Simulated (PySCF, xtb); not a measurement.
C₃H₆BFO, SMILES FCB1CCO1.

xtb with GFN2-xTB at its own geometry gives an orbital gap of 5.36 eV and a dipole moment of 2.27 D.

The structure is a stationary point at B3LYP-D3(BJ)/def2-SVP. The structure was generated by enumeration, and PubChem lists no compound with its InChIKey, so it may never have been made. One conformer was computed; it need not be the lowest.

Q: What does PySCF with PBE/def2-TZVP give? (An estimate is asked for; the answer gives what the named calculation found.)

A: gap 5.84 eV (levels -6.79 and -0.95 eV), dipole 1.58 D.
